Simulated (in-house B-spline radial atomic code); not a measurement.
# B3LYP (VWN-RPA) excitations of F7+

Method: B3LYP (VWN-RPA). Computed with an all-electron radial atomic-structure program (B-spline basis): linear response of the closed shell 1s2 with the functional's adiabatic kernel; scalar-relativistic (spin-free one-electron X2C), finite nucleus, no spin-orbit coupling, no double excitations, S, P, D and F terms only.

Command:
```bash
python run_td.py task.json out
```
Settings (radii: box in bohr, nucleus in fm):
```
Z                        9
electrons                2
configuration            1s2
hamiltonian              x2c
method                   b3lyp
box_radius               12.81
rms_radius               2.8976
intervals                71
```

Time taken, with all properties: 0.2 s on 1 thread of Intel(R) Xeon(R) Platinum 8375C CPU @ 2.90GHz (Ice Lake), with other jobs on the host.

The lowest states, in the order of their Tamm-Dancoff energies; the method's threshold (minus the highest occupied level) is 911.93 eV. Labels give the largest channel, * marks a mixed state, and oscillator strengths are full-response dipole values. Semilocal kernels can invert the small singlet-triplet splittings of Rydberg terms. Energies in eV:

```
     state  full response  Tamm-Dancoff  oscillator strength
1s → 2s 3S         699.45        699.50                    -
1s → 2p 3P         710.43        710.48                    -
1s → 2s 1S         713.05        713.18                    -
1s → 2p 1P         721.21        721.26                0.648
1s → 3s 3S         825.37        825.38                    -
1s → 3s 1S              ?             ?                    -
1s → 3d 3D         828.26        828.26                    -
1s → 3p 3P         828.43        828.45                    -
1s → 3d 1D         829.88        829.89                    -
1s → 3p 1P         830.50        830.51                0.138
1s → 4s 3S         864.58        864.58                    -
1s → 4s 1S              ?             ?                    -
1s → 4p 3P         865.77        865.78                    -
1s → 4d 3D         865.84        865.84                    -
1s → 4d 1D         866.52        866.53                    -
1s → 4p 1P         866.60        866.60               0.0524
1s → 4f 3F         867.30        867.30                    -
1s → 4f 1F         867.36        867.36                    -
```

Where does 1s → 3s 1S lie?

At 828.18 eV in full response, 828.21 eV in Tamm-Dancoff.

Where does 1s → 4s 1S lie?

At 865.67 eV in full response, 865.68 eV in Tamm-Dancoff.

How large is the singlet-triplet splitting of 1s → 2s (S terms) in Tamm-Dancoff?

13.7 eV, from the unrounded values.

What polarisabilities and dispersion coefficient does the method give?

Dipole 0.001642 bohr³, quadrupole 8.012e-05 bohr⁵, C6 6.317e-05 hartree·bohr⁶ for two such species.
